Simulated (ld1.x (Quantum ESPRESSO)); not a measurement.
**u(r) = r·R(r): atom against pseudo-atom (fluorine (F))**

Columns: radius, all-electron u(r) and pseudo u(r) of the 2p shell (level -11.40 eV) of fluorine in the configuration [He] 2s1.75 2p5.25; LDA (PZ), scalar-relativistic, TM scheme, ld1.x (Quantum ESPRESSO) 7.5.

```
r (bohr)  all-electron  pseudo
   0.075        0.0869  0.0320
   0.150        0.2561  0.1235
   0.225        0.4328  0.2612
   0.300        0.5868  0.4256
   0.375        0.7084  0.5937
   0.450        0.7969  0.7440
   0.525        0.8558  0.8604
   0.600        0.8897  0.9351
   0.675        0.9035  0.9686
   0.750        0.9020  0.9680
   0.825        0.8888  0.9437
   0.900        0.8673  0.9059
   0.975        0.8398  0.8627
   1.050        0.8083  0.8194
   1.125        0.7743  0.7784
   1.200        0.7390  0.7400
   1.275        0.7031  0.7032
   1.350        0.6673  0.6673
   1.425        0.6320  0.6320
   1.500        0.5975  0.5975
   1.575        0.5642  0.5642
   1.650        0.5320  0.5320
   1.725        0.5011  0.5011
   1.800        0.4716  0.4716
   1.875        0.4435  0.4435
   1.950        0.4168  0.4168
```

Task: How many radial nodes do the two functions have?

Result: The all-electron 2p function has n − l − 1 = 0; the pseudo-wave has 0.

Task: At about which radius was the pseudo-wave matched?

Result: 1.40 bohr. The columns agree to 0.0005 from 1.27 bohr on; several derivatives are matched, so the curves merge somewhat inside the radius.

Task: Where does each function peak?

Result: Outermost all-electron maximum near 0.68 bohr, pseudo maximum near 0.68 bohr (to the table’s step).

Task: Is the pseudo-wave norm-conserving?

Result: Yes: the TM scheme keeps the norm inside the radius equal to the all-electron one, which fixes the energy derivative of the logarithmic derivative at the level.
